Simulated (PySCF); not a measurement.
A calculated (BP86, PySCF 2.14, x2c-TZVPPall with one added diffuse shell each of s, p, d, f type, scalar relativity by spin-free X2C-1e) atom or ion has these occupied shells.

| shell | electrons | orbital energy (eV) | rms radius, mean of both spins (bohr) |
| --- | --- | --- | --- |
| 1s α | 1 | -46574.9 | 0.0259 |
| 1s β | 1 | -46574.9 | 0.0259 |
| 2s α | 1 | -7616.1 | 0.105 |
| 2s β | 1 | -7616.1 | 0.105 |
| 2p α | 3 | -6805.9 | 0.0940 |
| 2p β | 3 | -6805.9 | 0.0940 |
| 3s α | 1 | -1674.0 | 0.272 |
| 3s β | 1 | -1672.3 | 0.272 |
| 3p α | 3 | -1419.7 | 0.272 |
| 3p β | 3 | -1418.0 | 0.272 |
| 3d α | 5 | -1069.7 | 0.251 |
| 3d β | 5 | -1068.4 | 0.251 |
| 4s α | 1 | -338.81 | 0.616 |
| 4s β | 1 | -334.28 | 0.616 |
| 4p α | 3 | -255.00 | 0.654 |
| 4p β | 3 | -250.46 | 0.654 |
| 4d α | 5 | -136.13 | 0.724 |
| 4d β | 5 | -131.60 | 0.724 |
| 5s α | 1 | -50.352 | 1.50 |
| 5s β | 1 | -47.697 | 1.50 |
| 5p α | 3 | -30.215 | 1.77 |
| 5p β | 3 | -28.142 | 1.77 |
| 4f α | 6 | -9.929 | 1.16 |
| 6s α | 1 | -8.998 | 4.07 |

(1) Name the element and its charge.

Results:

(1) Sm⁺ (samarium, charge +1), in [Xe] 4f6 6s1, high-spin 8F determinant.
